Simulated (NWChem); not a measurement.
System: C2H3FO2Si; SMILES O=C1C[Si@@H](F)O1

The following NWChem deck was run.

```
start job
memory heap 200 mb stack 900 mb global 1100 mb
geometry units angstroms noautoz
  O      0.239480     2.424158    -0.334531
  C      0.054514     1.277385    -0.095559
  C     -1.235869     0.441228    -0.040830
  Si    -0.058554    -0.924386     0.425353
  F      0.178176    -2.077605    -0.675749
  O      1.037276     0.371129     0.232256
  H     -1.732355     0.376139    -1.020295
  H     -1.953501     0.829552     0.696125
  H     -0.002947    -1.562971     1.753784
end
basis spherical
  O library def2-svp
  C library def2-svp
  Si library def2-svp
  F library def2-svp
  H library def2-svp
end
dft
  xc m06-2x
  grid xcoarse
  iterations 150
  mulliken
end
task dft gradient
```

Parts of the log:

```
             Northwest Computational Chemistry Package (NWChem) 7.3.0
             --------------------------------------------------------

 C1  symmetry detected

                             Geometry "geometry" -> ""
                             -------------------------

 Output coordinates in angstroms (scale by  1.889725989 to convert to a.u.)

  No.       Tag          Charge          X              Y              Z
 ---- ---------------- ---------- -------------- -------------- --------------
    1 O                    8.0000     0.20042172     2.41425535    -0.33219556
    2 C                    6.0000     0.03447689     1.26538799    -0.08934897
    3 C                    6.0000    -1.24490844     0.41555117     0.00116408
    4 Si                  14.0000    -0.04041371    -0.93788902     0.43208274
    5 F                    9.0000     0.17703019    -2.08762028    -0.67661783
    6 O                    8.0000     1.03570849     0.36933167     0.20931826
    7 H                    1.0000    -1.76838318     0.34601337    -0.96383608
    8 H                    1.0000    -1.94531856     0.79563352     0.75869756
    9 H                    1.0000     0.05976955    -1.57694921     1.75766837

 Effective nuclear repulsion energy (a.u.)     300.4411532429

                                 NWChem DFT Module
                                 -----------------

 Summary of "ao basis" -> "ao basis" (spherical)
 ------------------------------------------------------------------------------
       Tag                 Description            Shells   Functions and Types
 ---------------- ------------------------------  ------  ---------------------
 O                          def2-svp                 6       14   3s2p1d
 C                          def2-svp                 6       14   3s2p1d
 Si                         def2-svp                 8       18   4s3p1d
 F                          def2-svp                 6       14   3s2p1d
 H                          def2-svp                 3        5   2s1p

            General Information
            -------------------
          SCF calculation type: DFT
          Wavefunction type:  closed shell.
          No. of atoms     :     9
          No. of electrons :    54
           Alpha electrons :    27
            Beta electrons :    27
          Charge           :     0
          Spin multiplicity:     1
          Use of symmetry is: off; symmetry adaption is: off
          Maximum number of iterations: 150
          AO basis - number of functions:   103
                     number of shells:    47
          Convergence on energy requested:  1.00D-06
          Convergence on density requested:  1.00D-05
          Convergence on gradient requested:  5.00D-04

              XC Information
              --------------
                       M06-2X Method XC Functional
                     Hartree-Fock (Exact) Exchange  0.540
                        M06-2X Exchange Functional  1.000
                      M06-2X Correlation Potential  1.000

             Grid Information
             ----------------
          Grid used for XC integration:  xcoarse
          Radial quadrature: Mura-Knowles
          Angular quadrature: Lebedev.
          Tag              B.-S. Rad. Rad. Pts. Rad. Cut. Ang. Pts.
          ---              ---------- --------- --------- ---------
          O                   0.60       21          11.0       194
          C                   0.70       21           9.0       194
          Si                  1.10       42           8.0       194
          F                   0.50       21          10.0       194
          H                   0.35       21          10.0       194
          Grid pruning is: on
          Number of quadrature shells:   210
          Spatial weights used:  Erf1

      Superposition of Atomic Density Guess
      -------------------------------------

 Sum of atomic energies:        -614.16082153

      Non-variational initial energy
      ------------------------------

 Total energy =    -616.751694
 1-e energy   =   -1445.814902
 2-e energy   =     528.622055
 HOMO         =      -0.356758
 LUMO         =       0.031179

     ---------------------------------------------
      Total Density - Mulliken Population Analysis
     ---------------------------------------------

    Atom       Charge   Shell Charges
 -----------   ------   -------------------------------------------------------
    1 O    8     8.69   1.99  1.13  0.66  3.08  1.82  0.01
    2 C    6     5.08   1.99  0.89  0.20  1.43  0.45  0.12
    3 C    6     6.52   1.99  0.98  0.28  2.09  1.17  0.02
    4 Si  14    12.65   2.00  1.99  0.88  0.20  5.93  0.87  0.49  0.29
    5 F    9     9.56   1.99  1.14  0.78  3.51  2.13  0.00
    6 O    8     8.74   1.99  1.11  0.71  3.00  1.92  0.01
    7 H    1     0.84   0.64  0.18  0.03
    8 H    1     0.84   0.64  0.18  0.03
    9 H    1     1.08   0.69  0.38  0.01

   convergence    iter        energy       DeltaE   RMS-Dens  Diis-err
 ---------------- ----- ----------------- --------- --------- ---------
 d= 0,ls=0.0,diis     1   -617.2103705357 -9.18D+02  1.72D-02  1.43D+00
 d= 0,ls=0.0,diis     2   -617.1308417347  7.95D-02  9.27D-03  2.79D+00
 d= 0,ls=0.0,diis     3   -617.3828755878 -2.52D-01  1.65D-03  3.74D-02
 d= 0,ls=0.0,diis     4   -617.3856658480 -2.79D-03  7.41D-04  1.55D-02
 d= 0,ls=0.0,diis     5   -617.3868495563 -1.18D-03  2.58D-04  4.94D-04
  Resetting Diis
 d= 0,ls=0.0,diis     6   -617.3869144971 -6.49D-05  1.09D-04  1.10D-04
 d= 0,ls=0.0,diis     7   -617.3869287801 -1.43D-05  5.44D-05  1.47D-05
 d= 0,ls=0.0,diis     8   -617.3869292365 -4.56D-07  2.22D-05  1.62D-05
 d= 0,ls=0.0,diis     9   -617.3869308611 -1.62D-06  9.44D-06  6.17D-07
 d= 0,ls=0.0,diis    10   -617.3869309425 -8.14D-08  4.61D-06  1.69D-07

         Total DFT energy =     -617.386930942475
      One electron energy =    -1448.545069427896
           Coulomb energy =      591.179427203131
    Exchange-Corr. energy =      -60.462441960566
 Nuclear repulsion energy =      300.441153242855

 Numeric. integr. density =       53.999475256917

                       DFT Final Molecular Orbital Analysis
                       ------------------------------------

 Vector   25  Occ=2.000000D+00  E=-4.119791D-01
              MO Center= -7.9D-02,  4.1D-01,  6.8D-02, r^2= 2.8D+00
   Bfn.  Coefficient  Atom+Function         Bfn.  Coefficient  Atom+Function
  ----- ------------  ---------------      ----- ------------  ---------------
    78      0.348114  6 O  px                81      0.251108  6 O  px
    32      0.249666  3 C  px                31      0.230427  3 C  s
     6      0.216860  1 O  pz                33     -0.211009  3 C  py
    80     -0.188676  6 O  pz                50     -0.166729  4 Si px
    35      0.159668  3 C  px                 9      0.149941  1 O  pz

 Vector   26  Occ=2.000000D+00  E=-4.015816D-01
              MO Center=  3.2D-01,  8.4D-01,  1.4D-01, r^2= 3.1D+00
   Bfn.  Coefficient  Atom+Function         Bfn.  Coefficient  Atom+Function
  ----- ------------  ---------------      ----- ------------  ---------------
    80      0.381320  6 O  pz                 6     -0.334609  1 O  pz
    83      0.296012  6 O  pz                 9     -0.241927  1 O  pz
   100     -0.160177  9 H  s                 31      0.157722  3 C  s
    99     -0.154399  9 H  s                 20     -0.134538  2 C  pz
    32      0.127619  3 C  px                78      0.120857  6 O  px

 Vector   27  Occ=2.000000D+00  E=-3.585283D-01
              MO Center= -8.2D-02,  1.5D+00, -1.4D-01, r^2= 2.6D+00
   Bfn.  Coefficient  Atom+Function         Bfn.  Coefficient  Atom+Function
  ----- ------------  ---------------      ----- ------------  ---------------
     4      0.521616  1 O  px                 7      0.353543  1 O  px
    33      0.265491  3 C  py                36      0.189042  3 C  py
    79     -0.149355  6 O  py                77     -0.144025  6 O  s
    31      0.141966  3 C  s                 78      0.134413  6 O  px
    82     -0.128146  6 O  py                32      0.124910  3 C  px

 Vector   28  Occ=0.000000D+00  E= 4.085053D-02
              MO Center= -2.7D-01,  1.0D+00, -6.7D-02, r^2= 3.1D+00
   Bfn.  Coefficient  Atom+Function         Bfn.  Coefficient  Atom+Function
  ----- ------------  ---------------      ----- ------------  ---------------
    90      0.585407  7 H  s                 95     -0.507085  8 H  s
    20      0.454344  2 C  pz                23      0.445966  2 C  pz
     9     -0.373430  1 O  pz                37      0.338265  3 C  pz
    31     -0.329672  3 C  s                  6     -0.320731  1 O  pz
    53     -0.304397  4 Si px                46      0.252288  4 Si s

 Vector   29  Occ=0.000000D+00  E= 4.741755D-02
              MO Center= -5.3D-01, -1.0D+00,  5.0D-01, r^2= 3.5D+00
   Bfn.  Coefficient  Atom+Function         Bfn.  Coefficient  Atom+Function
  ----- ------------  ---------------      ----- ------------  ---------------
    31      0.990690  3 C  s                 53      0.978538  4 Si px
    46     -0.698585  4 Si s                 17     -0.388119  2 C  s
   100      0.354929  9 H  s                 54      0.312988  4 Si py
    77     -0.298894  6 O  s                 95     -0.267279  8 H  s
    36     -0.219794  3 C  py                50      0.219027  4 Si px

 Vector   30  Occ=0.000000D+00  E= 6.851258D-02
              MO Center=  4.6D-03, -8.6D-01,  5.6D-01, r^2= 3.9D+00
   Bfn.  Coefficient  Atom+Function         Bfn.  Coefficient  Atom+Function
  ----- ------------  ---------------      ----- ------------  ---------------
    54      1.101361  4 Si py                31     -0.870335  3 C  s
    63      0.511200  5 F  s                 55      0.496392  4 Si pz
    53     -0.470167  4 Si px                90      0.352438  7 H  s
    23     -0.238933  2 C  pz                17     -0.211170  2 C  s
    36      0.207650  3 C  py                46      0.199101  4 Si s

     ---------------------------------------------
      Total Density - Mulliken Population Analysis
     ---------------------------------------------

    Atom       Charge   Shell Charges
 -----------   ------   -------------------------------------------------------
    1 O    8     8.18   1.99  1.09  0.66  2.83  1.58  0.02
    2 C    6     5.73   1.99  0.93  0.16  1.95  0.57  0.14
    3 C    6     6.40   1.99  0.89  0.30  2.14  1.06  0.02
    4 Si  14    13.10   2.00  1.98  0.95  0.10  5.93  1.18  0.51  0.44
    5 F    9     9.33   1.99  1.12  0.80  3.37  2.05  0.01
    6 O    8     8.43   1.99  1.07  0.74  2.86  1.75  0.01
    7 H    1     0.87   0.71  0.14  0.02
    8 H    1     0.88   0.71  0.14  0.02
    9 H    1     1.08   0.74  0.34  0.01

     -------------------------------------------
      Total Density - Lowdin Population Analysis
     -------------------------------------------

    Atom       Charge   Shell Charges
 -----------   ------   -------------------------------------------------------
    1 O    8     8.12   1.97  0.92  0.64  2.69  1.86  0.03
    2 C    6     5.92   1.96  0.60  0.28  1.77  1.00  0.31
    3 C    6     6.26   1.97  0.60  0.34  1.95  1.36  0.05
    4 Si  14    13.33   2.00  1.93  0.60  0.30  5.82  1.20  0.80  0.68
    5 F    9     9.19   1.98  1.01  0.76  3.23  2.20  0.01
    6 O    8     8.22   1.97  0.92  0.62  2.72  1.96  0.02
    7 H    1     0.93   0.61  0.25  0.07
    8 H    1     0.94   0.61  0.25  0.07
    9 H    1     1.09   0.65  0.42  0.02

     Multipole analysis of the density
     ---------------------------------

     L   x y z        total         alpha         beta         nuclear
     -   - - -        -----         -----         ----         -------
     0   0 0 0     -0.000000    -27.000000    -27.000000     54.000000

     1   1 0 0     -0.990714     -0.495357     -0.495357      0.000000
     1   0 1 0     -0.906459     -0.453230     -0.453230     -0.000000
     1   0 0 1      0.588264      0.294132      0.294132      0.000000

     2   2 0 0    -29.148107    -59.977887    -59.977887     90.807668
     2   1 1 0     -1.276770      1.076548      1.076548     -3.429866
     2   1 0 1      0.012097     -0.325352     -0.325352      0.662801
     2   0 2 0    -36.358579   -220.197021   -220.197021    404.035464
     2   0 1 1     -0.733775      3.088829      3.088829     -6.911432
     2   0 0 2    -28.485611    -36.757105    -36.757105     45.028599

            General Information
            -------------------
          SCF calculation type: DFT
          Wavefunction type:  closed shell.
          No. of atoms     :     9
          No. of electrons :    54
           Alpha electrons :    27
            Beta electrons :    27
          Charge           :     0
          Spin multiplicity:     1
          Use of symmetry is: off; symmetry adaption is: off
          Maximum number of iterations: 150
          AO basis - number of functions:   103
                     number of shells:    47
          Convergence on energy requested:  1.00D-06
          Convergence on density requested:  1.00D-05
          Convergence on gradient requested:  5.00D-04

              XC Information
              --------------
                       M06-2X Method XC Functional
                     Hartree-Fock (Exact) Exchange  0.540
                        M06-2X Exchange Functional  1.000
                      M06-2X Correlation Potential  1.000

             Grid Information
             ----------------
          Grid used for XC integration:  xcoarse
          Radial quadrature: Mura-Knowles
          Angular quadrature: Lebedev.
          Tag              B.-S. Rad. Rad. Pts. Rad. Cut. Ang. Pts.
          ---              ---------- --------- --------- ---------
          O                   0.60       21          11.0       194
          C                   0.70       21           9.0       194
          Si                  1.10       42           8.0       194
          F                   0.50       21          10.0       194
          H                   0.35       21          10.0       194
          Grid pruning is: on
          Number of quadrature shells:   210
          Spatial weights used:  Erf1

          Convergence Information
          -----------------------
          Convergence aids based upon iterative change in
          total energy or number of iterations.
          Levelshifting, if invoked, occurs when the
          HOMO/LUMO gap drops below (HL_TOL):  1.00D-02
          DIIS, if invoked, will attempt to extrapolate
          using up to (NFOCK): 10 stored Fock matrices.

                    Damping( 0%)  Levelshifting(0.5)       DIIS
                  --------------- ------------------- ---------------
          dE  on:    start            ASAP                start
          dE off:    2 iters        150 iters           150 iters

                            NWChem DFT Gradient Module
                            --------------------------

  charge          =   0.00
  wavefunction    = closed shell

                         DFT ENERGY GRADIENTS

    atom               coordinates                        gradient
                 x          y          z           x          y          z
   1 O       0.378742   4.562281  -0.627759    0.000689   0.000389   0.000002
   2 C       0.065152   2.391237  -0.168845   -0.002386  -0.000834  -0.000338
   3 C      -2.352536   0.785278   0.002200    0.003798   0.001463   0.000517
   4 Si     -0.076371  -1.772353   0.816518   -0.003493  -0.001546   0.004563
   5 F       0.334539  -3.945030  -1.278622    0.000924  -0.003255  -0.002638
   6 O       1.957205   0.697936   0.395554    0.002466   0.002840  -0.000180
   7 H      -3.341760   0.653870  -1.821386   -0.000964  -0.000182  -0.001166
   8 H      -3.676119   1.503529   1.433730   -0.001465   0.000220   0.000917
   9 H       0.112948  -2.980002   3.321512    0.000431   0.000905  -0.001677
```

Level: M06-2X/def2-SVP. Structure relaxed at the PBE0/def2-SVP level.
